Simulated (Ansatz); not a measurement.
The molecule NaAl-, multiplicity 2 (lowest of 2S+1 = 2, 4 at CCSD(T)/def2-TZVPP on PBE0 minima; our sources give no spin for the ground state, which may be another). The T1 diagnostic near the minimum is 0.053, so single-reference values are doubtful.

Seven points along R, fitted to fifth degree in 1/R; most abundant isotopes. In def2 and cc sets the state is the lowest found near the PBE0 minimum, followed along R.

Programs: Ansatz (a first-principles code) with Gaussian orbitals. Values without a source in brackets are computed.

| level | r_e (Å) | ω_e (cm⁻¹) | B_e (cm⁻¹) | α_e (cm⁻¹) |
|---|---|---|---|---|
| SVWN5/def2-TZVPP | 3.079 | 160 | 0.143 | 0.0015 |
| PBE/def2-TZVPP | 3.177 | 147 | 0.135 | 0.0016 |
| B97M-V/def2-TZVPP | 3.136 | 152 | 0.138 | 0.0016 |
| B3LYP/def2-TZVPP | 3.200 | 138 | 0.133 | 0.0017 |
| PBE0/def2-TZVPP | 3.190 | 146 | 0.133 | 0.0015 |
| BHLYP/def2-TZVPP | 3.208 | 139 | 0.132 | 0.0017 |
| CAM-B3LYP/def2-TZVPP | 3.180 | 143 | 0.134 | 0.0016 |
| wB97M-V/def2-TZVPP | 3.188 | 140 | 0.134 | 0.0015 |

Doubts at one or more of the structures used: a spin-contaminated determinant (PBE/def2-TZVPP, B3LYP/def2-TZVPP, PBE0/def2-TZVPP, BHLYP/def2-TZVPP, CAM-B3LYP/def2-TZVPP).
